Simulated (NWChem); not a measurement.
# C₂H₂F, doublet; SMILES C=[C]F

Results from NWChem. Pople sets run with spherical d functions. Spin-unrestricted. In the optimisation the excess spin sits in a' (Cs, its own frame). No stability test was run on the SCF state. Each level has its own optimisation; frequencies are unscaled.

Q: Taking PBE0/6-311++G** as the yardstick, which of these has the fewest basis functions while keeping “zero-point energy (kcal/mol)” within 0.5 kcal/mol of it: PBE0/6-31+G*; PBE0/3-21G; PBE0/6-311G**; PBE0/6-31G*; PBE0/STO-3G?

A: PBE0/3-21G.
| level | basis functions | zero-point energy (kcal/mol) | relative time (rough) |
|---|---|---|---|
| PBE0/STO-3G | 17 | 21.0 | 1 |
| PBE0/3-21G | 31 | 19.7 | 2 |
| PBE0/6-31G* | 46 | 19.6 | 3 |
| PBE0/6-31+G* | 58 | 19.5 | 5 |
| PBE0/6-311G** | 66 | 19.4 | 5 |
| PBE0/6-311++G** | 80 | 19.4 | 10 |

The yardstick is one finite set, not the basis-set limit.
